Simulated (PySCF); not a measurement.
Zn(I)(Me) (CH₃IZn), SMILES [Zn]([I])[CH3].

The structure is a stationary point at PBE0-D3(BJ)/def2-SVP. The def2 effective core potentials stand for the cores of I; spin–orbit coupling is left out.

Computed with TDDFT-B3LYP/def2-SVPD (PySCF).

Vertical excitations; the highest root listed may be one member of a degenerate set.  State labels are in the subgroup Cs.

| state | symmetry | energy (eV) | λ (nm) | f | main pairs |
|---|---|---|---|---|---|
| S1 | A" | 5.26 | 236 | 0.031 | HOMO→LUMO (degenerate set) |
| S2 | A' | 5.26 | 236 | 0.031 | HOMO−1→LUMO (degenerate set) |
| S3 | A" | 5.66 | 219 | 0.000 | HOMO→LUMO+1 50 %, HOMO−1→LUMO+2 50 % |
| S4 | A" | 5.70 | 217 | 0.000 | HOMO−1→LUMO+2, HOMO→LUMO+1 (degenerate set) |
| S5 | A' | 5.70 | 217 | 0.000 | HOMO→LUMO+2, HOMO−1→LUMO+1 (degenerate set) |
| S6 | A' | 5.99 | 207 | 0.004 | HOMO−1→LUMO+1 33 %, HOMO→LUMO+2 33 %, HOMO−2→LUMO 31 % |
| S7 | A" | 6.34 | 195 | 0.005 | HOMO−2→LUMO+2 (degenerate set) |
| S8 | A' | 6.34 | 195 | 0.005 | HOMO−2→LUMO+1 (degenerate set) |
| S9 | A' | 6.79 | 183 | 0.920 | HOMO−2→LUMO 60 %, HOMO→LUMO+2 11 %, HOMO−1→LUMO+1 11 % |
| S10 | A" | 7.08 | 175 | 0.017 | HOMO→LUMO+3 99 % |
| T1 | A" | 4.97 | 250 | 0 | HOMO→LUMO (degenerate set) |
| T2 | A' | 4.97 | 250 | 0 | HOMO−1→LUMO (degenerate set) |
| T3 | A' | 5.28 | 235 | 0 | HOMO−2→LUMO 87 % |
| T4 | A' | 5.41 | 229 | 0 | HOMO→LUMO+2 44 %, HOMO−1→LUMO+1 44 %, HOMO−2→LUMO 9 % |
Triplets are in the Tamm–Dancoff approximation, which puts them higher than full response would, so one can lie above its singlet here.
